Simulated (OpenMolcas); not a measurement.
# Ti3+ in a ligand field

Ti3+ with 4 ligands (chloride) in tetrahedral coordination (Td) at 2.3 Å. A charge of +0.25 e stands 2.6 Å behind each ligand. Ligand basis ANO-RCC-VDZP.
```
Ti    0.0000    0.0000    0.0000
Cl    1.3279    1.3279    1.3279
Cl    1.3279   -1.3279   -1.3279
Cl   -1.3279    1.3279   -1.3279
Cl   -1.3279   -1.3279    1.3279
```

- Program: OpenMolcas
- Method: SS-CASPT2, IPEA 0.25 Eh, imaginary shift 0.1 Eh (closed shells correlated: 3s 3p and the ligand valence shells)
- Basis: ANO-RCC-VDZP [5s4p2d1f]
- Scalar Hamiltonian: DKH2, point nucleus
- Active space: 1 electron in 5 orbitals (3d)
- State averaging: 2S+1 = 2 even, 5 roots
- Spin-orbit coupling: state interaction with AMFI integrals over the reference wave functions

The lowest spin-free states (labels of Td), above the lowest:

```
State  Degeneracy  E (cm-1)
   2E           2         0
  2T2           3      5240
```

The lowest levels with spin-orbit coupling:

```json
{"E (cm-1)": "0", "Degeneracy": "4", "Label": "Γ8", "2S+1": "2", "g": ""}
{"E (cm-1)": "5220", "Degeneracy": "4", "Label": "Γ8", "2S+1": "2", "g": ""}
{"E (cm-1)": "5320", "Degeneracy": "2", "Label": "Γ7", "2S+1": "2", "g": "1.62 1.62 1.62"}
```

Electric-dipole absorption from the lowest level at this geometry, strongest bands:

| E (cm-1) | λ (nm) | Label | f |
| --- | --- | --- | --- |
| 5220 | 1920 | Γ8 | 4.44e-04 |
| 5320 | 1880 | Γ7 | 2.23e-04 |

Powder χT (cm3 K/mol): 0.346 at 2 K, 0.347 at 10 K, 0.353 at 50 K, 0.36 at 100 K, 0.375 at 200 K, 0.39 at 300 K. The effective moment at 300 K is 2.828 √(χT) = 1.77 μB.

The lowest level has 2S+1 = 2, for which the spin-only value is χT = S(S+1) / 2 = 0.375 cm3 K/mol (g = 2). The computed 0.390 at 300 K differs by +0.015, through orbital momentum, spin-orbit coupling and any other state in reach.

The gap between the two states is 10Dq = -5243 cm-1 (negative for this site).

Over all roots computed the reference weight is 0.74; a low but even weight reflects the number of correlated electrons. An orbital doublet at a regular site is open to a Jahn-Teller distortion, which this geometry leaves out. Ligand-to-metal charge-transfer states are missing. With one d shell and no ligand orbital active, 10Dq can be off by a tenth or more. No measured value stands beside these numbers; the geometry was imposed, not optimised, and the real ion may take another.

The CASPT2 steps took 12 s on 1 thread of Arm Neoverse V2, on a shared host; the integral step is not counted.
